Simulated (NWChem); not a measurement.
Molecule: CH₈OSi₂; SMILES C[SiH2]O[SiH3]

```xyz
12

Si    -0.2029    -1.9949     0.0007
O      0.3739    -0.4546    -0.0032
Si     0.6024     1.1837     0.0011
C     -1.0339     2.0871    -0.0012
H      0.3160    -2.7337    -1.1885
H      0.2372    -2.6997     1.2415
H     -1.6978    -1.9927    -0.0475
H      1.3910     1.5476     1.2177
H      1.3970     1.5525    -1.2102
H     -0.8678     3.1763    -0.0023
H     -1.6272     1.8327    -0.8931
H     -1.6288     1.8347     0.8902
```
Atoms are numbered in this order, from 1.

This is a stationary point of PBE0/def2-SVP (NWChem), point group C1. 

Problem. Is it a minimum? If not, what does it relax to?

Solution. No. It has an imaginary frequency of 59i cm⁻¹. Following that mode (on a finer grid) lowers the energy by 0.5 kcal/mol and ends, with real frequencies alone, at point group Cs:
```xyz
12

Si    -0.1434    -2.0916    -0.0932
O     -0.3542    -0.4513    -0.0565
Si     0.3523     1.0534    -0.1014
C     -0.9790     2.3521     0.0309
H      0.5038    -2.5105    -1.3742
H      0.7166    -2.5372     1.0458
H     -1.4795    -2.7431     0.0171
H      1.3221     1.1761     1.0322
H      1.1092     1.2040    -1.3840
H     -0.5361     3.3604     0.0035
H     -1.6932     2.2676    -0.8024
H     -1.5366     2.2471     0.9741
```
